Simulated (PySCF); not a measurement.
Molfile (atoms numbered from 1):
```
C5H11NOSi2
     RDKit          3D

 20 20  0  0  0  0  0  0  0  0999 V2000
   -2.8038   -1.2986   -1.2436 C   0  0  0  0  0  0  0  0  0  0  0  0
   -2.1362   -0.9238   -0.2481 N   0  0  0  0  0  0  0  0  0  0  0  0
   -1.2636    0.0787   -0.1057 C   0  0  0  0  0  0  0  0  0  0  0  0
    0.0873    0.0469   -0.0559 C   0  0  0  0  0  0  0  0  0  0  0  0
    0.9595   -1.1416   -0.3129 C   0  0  0  0  0  0  0  0  0  0  0  0
    2.2606   -0.9836    0.4734 C   0  0  0  0  0  0  0  0  0  0  0  0
    2.8760    0.2597    0.2160 O   0  0  0  0  0  0  0  0  0  0  0  0
    0.6427    1.7907    0.3967 Si  0  0  0  0  0  4  0  0  0  0  0  0
   -1.6992    1.9044    0.3533 Si  0  0  0  0  0  4  0  0  0  0  0  0
   -3.5267   -2.0913   -1.1094 H   0  0  0  0  0  0  0  0  0  0  0  0
   -2.7056   -0.8791   -2.2476 H   0  0  0  0  0  0  0  0  0  0  0  0
    1.1950   -1.2151   -1.3837 H   0  0  0  0  0  0  0  0  0  0  0  0
    0.4604   -2.0685   -0.0187 H   0  0  0  0  0  0  0  0  0  0  0  0
    2.9543   -1.8071    0.2520 H   0  0  0  0  0  0  0  0  0  0  0  0
    2.0484   -0.9839    1.5446 H   0  0  0  0  0  0  0  0  0  0  0  0
    3.0570    0.3194   -0.7285 H   0  0  0  0  0  0  0  0  0  0  0  0
    1.3208    2.0323    1.6720 H   0  0  0  0  0  0  0  0  0  0  0  0
    1.3639    2.5236   -0.6573 H   0  0  0  0  0  0  0  0  0  0  0  0
   -2.5945    1.9415    1.5177 H   0  0  0  0  0  0  0  0  0  0  0  0
   -2.5015    2.5061   -0.7268 H   0  0  0  0  0  0  0  0  0  0  0  0
  1  2  2  0
  2  3  1  0
  3  4  2  0
  4  5  1  0
  5  6  1  0
  6  7  1  0
  4  8  1  0
  8  9  1  0
  9  3  1  0
  1 10  1  0
  1 11  1  0
  5 12  1  0
  5 13  1  0
  6 14  1  0
  6 15  1  0
  7 16  1  0
  8 17  1  0
  8 18  1  0
  9 19  1  0
  9 20  1  0
M  END
```

[PySCF: coordinates at the GFN2-xTB level; shieldings: GIAO PBE0/pcSseg-1; no relativistic terms; a single conformation; fast rotation and ring inversion assumed for equivalent nuclei; no solvent model]

Shifts are taken against calculated references (same method and geometry level): TMS for ¹³C, ¹H, ²⁹Si; ¹⁵N against NH3; H2O for ¹⁷O.

| atoms | nucleus | count | δ (ppm) |
| --- | --- | --- | --- |
| H12/H13 | ¹H | 2 | ? |
| Si8 | ²⁹Si | 1 | -79.0 |
| H14/H15 | ¹H | 2 | ? |
| C3 | ¹³C | 1 | 167.8 |
| H10 | ¹H | 1 | 7.05 |
| N2 | ¹⁵N | 1 | ? |
| H11 | ¹H | 1 | 7.29 |
| H19/H20 | ¹H | 2 | 4.79 |
| C5 | ¹³C | 1 | 36.7 |
| C4 | ¹³C | 1 | 124.5 |
| C6 | ¹³C | 1 | 66.7 |
| H17/H18 | ¹H | 2 | 4.81 |
| O7 | ¹⁷O | 1 | 54.6 |
| H16 | ¹H | 1 | 0.08 |
| Si9 | ²⁹Si | 1 | ? |
| C1 | ¹³C | 1 | ? |

Problem. Fill in the missing shifts.

Solution. 
- C1: 144.5 ppm, C=N carbon
- H14/H15: 4.01 ppm, hydrogen on an sp3 CH2 bonded to O; its carbon carries O, an electronegative neighbour
- H12/H13: 2.11 ppm, hydrogen on an allylic sp3 CH2; allylic position
- N2: 428.2 ppm, imine nitrogen
- Si9: -44.8 ppm, silicon bonded to C, Si, 2 H, in a 4-membered ring

OH and NH positions are those of a molecule without intermolecular hydrogen bonds; in solution they move with solvent, concentration and temperature, and exchange usually removes their couplings. Shifts are as computed. Against solution values, carbons near 30 ppm lie about +3 ppm off and those near 130 ppm about +5 ppm. Of 1211 compounds with measured shifts, 218 miss one by over three times the rms of a fit or turn the order of signals round; such compounds aren't used in these exercises. Experimental scales use liquid or dissolved standards, which lie at an offset from isolated NH3 (liquid NH3: subtract about 20 ppm) and H2O (liquid H2O: subtract about 36 ppm). Unscaled 15N shifts of sp2 nitrogen come out 20 to 40 ppm too high even then.
